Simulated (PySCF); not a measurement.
# The potential of point charges around `C#CC(=O)CC(=C)COC`

Species: `C(C(CC(C#C)=O)=C)OC`. Coordinates (GFN2-xTB, Å) and charges (e) from the PBE0/pcSseg-1 density (PySCF):

```tsv
atom	x	y	z	Mulliken	IAO	Hirshfeld	ESP-fitted
C1	4.034	-0.623	-1.614	-0.3127	-0.1717	-0.0627	-0.2214
C2	3.113	-0.527	-0.850	+0.2861	-0.0733	-0.0428	-0.3174
C3	2.022	-0.438	0.089	+0.2219	+0.3767	+0.1762	+0.8585
O4	2.061	-0.937	1.185	-0.3294	-0.3783	-0.2053	-0.4975
C5	0.845	0.339	-0.477	-0.1494	-0.3195	-0.0790	-0.4796
C6	-0.243	0.525	0.540	-0.4869	+0.0108	+0.0047	+0.2142
C7	-0.426	1.657	1.199	-0.0135	-0.3195	-0.1001	-0.5352
C8	-1.096	-0.701	0.760	+0.1823	-0.0623	-0.0010	-0.2442
O9	-1.700	-1.165	-0.432	-0.5207	-0.3949	-0.1430	-0.2692
C10	-2.741	-0.338	-0.888	-0.0244	-0.2033	-0.0456	-0.1355
H11	4.834	-0.701	-2.291	+0.0611	+0.2126	+0.1056	+0.2833
H12	1.212	1.295	-0.856	+0.1585	+0.1632	+0.0531	+0.1620
H13	0.461	-0.241	-1.322	+0.1757	+0.1774	+0.0511	+0.1738
H14	0.204	2.517	1.040	+0.1024	+0.1469	+0.0462	+0.2040
H15	-1.205	1.766	1.934	+0.1059	+0.1493	+0.0472	+0.1969
H16	-1.861	-0.500	1.523	+0.0917	+0.1191	+0.0385	+0.1480
H17	-0.460	-1.523	1.101	+0.1459	+0.1665	+0.0423	+0.1660
H18	-3.545	-0.271	-0.145	+0.0890	+0.1207	+0.0362	+0.0917
H19	-2.386	0.675	-1.111	+0.0970	+0.1229	+0.0284	+0.0938
H20	-3.126	-0.797	-1.797	+0.1196	+0.1566	+0.0493	+0.1077
```

Points outside the species (Å): A (-2.7, -6.7, -6.4); B (-4.0, -2.2, -4.0); C (5.8, 1.6, 3.2); D (2.2, 1.8, 4.0).

Question: Find the potential V = 14.3996 V·Å × Σ q/r of each set of charges at these points.

Answer: In volts:

```csv
point,nearest atom,distance (Å),Mulliken,IAO,Hirshfeld,ESP-fitted
A,H20,7.50,-0.040,-0.037,-0.011,-0.024
B,H20,2.75,+0.088,+0.060,+0.023,+0.050
C,O4,4.95,-0.136,-0.187,-0.093,-0.166
D,H14,3.64,-0.176,-0.305,-0.163,-0.265
```

Question: How far are the other sets from the ESP-fitted one at these points?

Answer: Root-mean-square difference: IAO 0.024 V, Mulliken 0.051 V, Hirshfeld 0.064 V. The ESP scheme fits charges at the nuclei, held to the total charge, to the electrostatic potential on points at 1.4 to 2.0 times the van der Waals radii.

Question: What energy would a point charge of +2 e have at D in the field of the ESP charges, leaving out polarisation?

Answer: -0.531 eV = -51.2 kJ/mol, an attraction.

The structure is a single GFN2-xTB conformer in the gas phase; no vibrational or solvent corrections.

Shape of the structure used: `[CH:1]#[C:2][C:3](=[O:4])[CH2:5][C:6](=[CH2:7])[CH2:8][O:9][CH3:10]`: C2–C3–C5–C6 -175°, C3–C5–C6–C7 102°, C5–C6–C8–O9 -57°, C6–C8–O9–C10 -72°.
